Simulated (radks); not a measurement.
The numbers below are computed, except where a source is named.
Task: Excited configurations of Co IV: one electron is placed in a higher orbital outside [Ar] 3d5. The ground configuration is [Ar] 3d6. Level of theory: scalar-relativistic Kohn-Sham, r2SCAN, spin-unpolarised, spherical densities, finite nucleus; meta-GGA in the generalised Kohn-Sham scheme; Fermi nuclear charge, rms radius 3.7875 fm (a radial shooting solver on a logarithmic mesh with Libxc functionals). Excitation = E - E(ground); binding = E(ion) - E, where the ion is the core of charge +4; n* = 4/sqrt(2 binding) in atomic units, and the quantum defect is n - n*.

outer orbital  excitation (eV)  binding (eV)     n*  quantum defect  eigenvalue (eV)  <r> (bohr)
4d                      34.827        20.504  3.258           0.742          -17.557       3.253
5f                      46.522         8.809  4.971           0.029           -7.647       7.697
6s                      43.836        11.495  4.352           1.648          -10.318       7.181
7s                      47.700         7.631  5.341           1.659           -6.880       10.81

Estimate the row for 6f.

Result: excitation (eV) 49.150; binding (eV) 6.180; n* 5.935; quantum defect 0.065; eigenvalue (eV) -5.441; <r> (bohr) 11.72. The Delta-SCF ionisation energy is 55.331 eV (NIST Atomic Spectra Database: 51.3 eV, semi-empirical). Self-interaction in the functional shifts the binding energies and quantum defects, so they are the method's values and not measured ones. Spin polarisation and multiplet splitting are left out, so open shells lie too high by an amount that depends on their filling.

Beside tabulated values, note that spin-unpolarised runs miss the spin-polarisation part of the exchange energy of open shells.
